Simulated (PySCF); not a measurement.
**C⁻: script and output**

Input:

```python
from pyscf import gto, dft

mol = gto.M(
    atom='C 0 0 0',
    basis='cc-pvtz-dk',
    charge=-1,
    spin=1,
    verbose=3,
)
mf = dft.UKS(mol, xc='lc_wpbe')
mf = mf.sfx2c1e()
mf.kernel()
mf.stability(internal=True, external=True)
mf.dip_moment()
print('orbital energies (hartree):', [e[max(0, n-3):n+3].round(4) for e, n in zip(mf.mo_energy, mol.nelec)])
```

```bash
$ OMP_NUM_THREADS=1 python input.py
```

It prints (some set-up lines and the per-cycle HOMO/LUMO lines with their warnings removed):

```
converged SCF energy = -37.8004778333176  <S^2> = 0.75280394  2S+1 = 2.002802
<class 'pyscf.x2c.sfx2c1e.sfX2C1eUKS'> wavefunction has an internal instability
<class 'pyscf.x2c.sfx2c1e.sfX2C1eUKS'> wavefunction has an real -> complex instability
Dipole moment(X, Y, Z, Debye):  0.00000, -0.00000,  0.00000
orbital energies (hartree): [array([-0.3394, -0.03  ,  0.0205,  0.2906,  0.683 ,  0.7048]), array([-9.8334, -0.2803,  0.0338,  0.3044,  0.3494,  0.7159])]
```

In short: E(SCF) = -37.800478 Eh, ⟨S²⟩ = 0.753, internal unstable; real -> complex unstable.

Hardware: Intel Xeon Platinum 8488C, 1 thread, shared host. Wall time 4.9 s, peak memory 0.16 GiB.

The stability test finds a lower solution, so these numbers belong to a saddle point. The basis has no diffuse functions, which an anion needs. No search for the lowest solution was made.
